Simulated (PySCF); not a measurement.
IK, SMILES [K][I] (connectivity only; charge and spin as stated), charge +1, multiplicity 2. Atoms are numbered in the order given.

```xyz
2

K      0.0000     0.0000    -2.6349
I      0.0000     0.0000     0.9446
```
Charge +1, spin multiplicity 2.

Geometry: PBE0-D3(BJ)/def2-TZVPD. The spin state was assumed, not searched. The def2 effective core potentials stand for the cores of I; spin–orbit coupling is left out.

Calculation: B3LYP/def2-TZVPD (PySCF).

Mulliken values depend strongly on the basis, most of all with diffuse functions as here. ESP charges are fitted to the potential on shells at 1.4 to 2.0 van der Waals radii. Atomic charges (e):

| atom | ESP fit | Mulliken | Mulliken spin |
|---|---|---|---|
| K1 | 0.87 | 0.95 | -0.01 |
| I2 | 0.13 | 0.05 | 1.01 |
